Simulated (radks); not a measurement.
Spherical quantum dot in the effective-mass picture: electrons in a hard-walled sphere of radius 1.79, all in effective atomic units (hartree* = m*/eps^2 hartree, bohr* = eps/m* bohr), one dielectric constant everywhere. Calculated with a radial shooting solver with Libxc functionals: non-relativistic Kohn-Sham, r2SCAN, spin-polarised, spherical densities, generalised Kohn-Sham scheme. Levels are named by radial order and angular momentum (1s, 1p, 1d, 2s, ...), and open shells are averaged over m.

N = 22, configuration 1s2 1p6 1d10 1f(up 4, down 0). This is the lowest configuration that the search found. Occupied and some empty levels:

level,occupation,eigenvalue (hartree*),<r> (bohr*)
1s up,1,17.804,1.099
1s down,1,17.909,1.090
1p up,3,18.855,1.182
1p down,3,18.988,1.177
1d up,5,20.503,1.241
1d down,5,20.661,1.239
1f up,4,22.667,1.287
2s up,0,22.816,0.8198
1f down,0,22.845,1.286
2s down,0,22.899,0.8270
1g up,0,25.300,1.324
1g down,0,25.496,1.323
2p up,0,25.791,0.9412
2p down,0,25.877,0.9448
2d up,0,29.228,1.021
2d down,0,29.335,1.022

Energy (hartree*): total 271.486, kinetic 110.09, external 0, Hartree 181.62, exchange-correlation -20.218.

Electron density:

r (bohr*),n(r) (e/bohr*^3)
0.139,0.1567
0.273,0.2070
0.406,0.3076
0.540,0.4795
0.674,0.7394
0.808,1.081
0.941,1.452
1.07,1.739
1.21,1.803
1.34,1.537
1.48,0.9738
1.61,0.3643
1.74,0.02368
